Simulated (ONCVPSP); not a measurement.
## gadolinium: from the effect back to the setting (ONCV)

Base potential:

ONCVPSP 4.0.1 input, shortened (lines: element, Z, core and valence counts, functional; n l f; lmax; l rc ep ncon nbas qcut; lloc lpopt rc5 dvloc0; l nproj debl; icmod fcfact rcfact), PBEsol, scalar-relativistic:

```
  Gd 64.00    9    5  -116133      upf
    1    0    2.00
    2    0    2.00
    2    1    6.00
    3    0    2.00
    3    1    6.00
    3    2   10.00
    4    0    2.00
    4    1    6.00
    4    2   10.00
    4    3    7.00
    5    0    2.00
    5    1    6.00
    5    2    1.00
    6    0    2.00
    3
    0    1.95    0.00    3    6    5.00
    1    1.70    0.00    4    8    4.40
    2    2.15    0.00    3    8    3.90
    3    1.45    0.00    4    9   11.10
    4    5    1.20    4.00
    0    2    3.20
    1    2    3.30
    2    2    3.30
    3    2    2.30
    3    5.50    1.00
```

Cutoffs, loose and tight: the cutoffs (Ha) at which the residual kinetic energy of the hardest occupied pseudo-wave falls to 1 and 0.1 mHa per electron. They do not see the model core or the augmentation charge, which bear on the density cutoff. Test errors are all-electron minus pseudo excitation energies from the reference, over the configurations 4f7 5s2 5p6 5d1 6s1; 4f7 5s2 5p6 5d1 6s0; 4f7 5s2 5p6 5d0 6s0; 4f7 5s2 5p6 5d1 6s1 6p1; variants that change the core or the reference have their own tests. The largest error is taken over the tests solved by every variant that gives reliable tests at all, those not shown here included: 4f7 5s2 5p6 5d1 6s0; 4f7 5s2 5p6 5d1 6s1; 4f7 5s2 5p6 5d1 6s1 6p1.

Only the scale of all radii but the core radius (base = 1) is moved:

```tsv
scale of all radii but the core radius (base = 1)	cutoff, loose	cutoff, tight	bound ghosts	largest test error (meV)
0.76	281 Ha	360 Ha	s	-5.1
0.86	147 Ha	232 Ha	s	4 of 4 tests not solved or not reliable
0.91	68 Ha	189 Ha	none	-6.7
0.96	58 Ha	97 Ha	none	-7.0
1.08	53 Ha	57 Ha	d	-7.9
1.13	51 Ha	56 Ha	none	-8.4
1.21	47 Ha	52 Ha	none	-9.6
1.27	46 Ha	51 Ha	none	-11
1.34	43 Ha	48 Ha	none	+29
```

Question: One more run gave cutoff, loose: 55 Ha; cutoff, tight: 68 Ha; bound ghosts: none; largest test error (meV): -7.4 over the solved tests; 1 of 4 tests not solved or not reliable. Which value of the scale of all radii but the core radius (base = 1) was used?

Answer: 1.01. The loose cutoff moves one way along this sweep, from 281 Ha at 0.76 to 43 Ha at 1.34, which places the run between 0.96 and 1.08.
